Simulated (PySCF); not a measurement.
Compound: MoOBr3 (doublet state).
Bonds: Mo1–O2, Mo1–Br3, Mo1–Br4, Mo1–Br5.

Computed by this run: PySCF 2.14.0, PBE0-D3(BJ)/def2-SVP geometry optimisation, gas phase, def2 core potentials past Kr; unrestricted, density fitting, grid level 1; the optimiser is geomeTRIC in internal coordinates, started from a GFN2-xTB structure with every atom displaced at random (about 0.03 Å).

At the end of the run (lengths in Å): Mo1–Br3 2.401, Mo1–Br4 2.394, Mo1–Br5 2.398, Mo1–O2 1.641, O2–Mo1–Br3 116.4°, Br3–Mo1–Br5 117.4°, Br4–Mo1–Br5 98.9°, O2–Mo1–Br5 111.5°.

Problem. These geometries were met on the way; a selection of coordinates is given. Order them by energy above the end point, lowest first.
A. Mo1–Br3 2.400, Mo1–Br4 2.399, Mo1–Br5 2.402, Mo1–O2 1.642, O2–Mo1–Br3 114.0°, Br3–Mo1–Br5 117.5°, Br4–Mo1–Br5 100.0°, O2–Mo1–Br5 111.7°
B. Mo1–Br3 2.253, Mo1–Br4 2.472, Mo1–Br5 2.437, Mo1–O2 1.623, O2–Mo1–Br3 131.9°, Br3–Mo1–Br5 108.3°, Br4–Mo1–Br5 94.7°, O2–Mo1–Br5 107.8°
C. Mo1–Br3 2.417, Mo1–Br4 2.382, Mo1–Br5 2.391, Mo1–O2 1.640, O2–Mo1–Br3 121.4°, Br3–Mo1–Br5 113.3°, Br4–Mo1–Br5 98.9°, O2–Mo1–Br5 109.2°
D. Mo1–Br3 2.400, Mo1–Br4 2.422, Mo1–Br5 2.415, Mo1–O2 1.656, O2–Mo1–Br3 124.4°, Br3–Mo1–Br5 116.2°, Br4–Mo1–Br5 96.5°, O2–Mo1–Br5 107.3°

Solution. A (0.003 eV), C (0.018 eV), D (0.059 eV), B (0.416 eV).

```csv
step,E above end (eV),"rms distance from the end, all atoms (Å)",largest force (eV/Å),rms shift of all bonds from the end (Å)
5,0.003,0.026,0.173,0.003
2,0.018,0.057,0.367,0.011
1,0.059,0.068,1.139,0.018
0,0.416,0.140,4.275,0.086
```

Rows stand in the order of the answer.
